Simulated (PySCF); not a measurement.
AlFGeH4O.

```xyz
8

Al     0.2782     0.6310    -0.8214
F      1.8289     0.6087    -1.4374
Ge    -0.3461    -0.8106     1.0501
H     -0.1186    -2.2954     0.7054
H      0.5037    -0.4972     2.2971
H     -1.8276    -0.6293     1.4252
O     -0.8566     1.6756    -1.5204
H     -0.7069     2.2758    -2.2534
```

Coordinates come from a PBE0-D3(BJ)/def2-SVP optimisation. The structure was generated by enumeration; whether it is a known compound was not checked. The values are those of a single conformer.

Method: PBE0/pcSseg-1 run with PySCF. Non-relativistic, no solvent.

Computed absolute GIAO shielding of each atom: isotropic value and principal components (ppm):
```csv
atom,σ(iso),σ11,σ22,σ33,span
Al1,433.1,376.8,401.9,520.6,143.8
F2,305.6,201.0,291.7,424.1,223.1
Ge3,1756.4,1699.6,1758.1,1811.6,112.1
H4,28.1,22.1,22.6,39.5,17.5
H5,28.1,22.1,22.6,39.5,17.4
H6,28.1,21.9,22.7,39.6,17.8
O7,277.5,205.7,275.1,351.7,146.0
H8,28.9,21.4,21.7,43.7,22.4
```
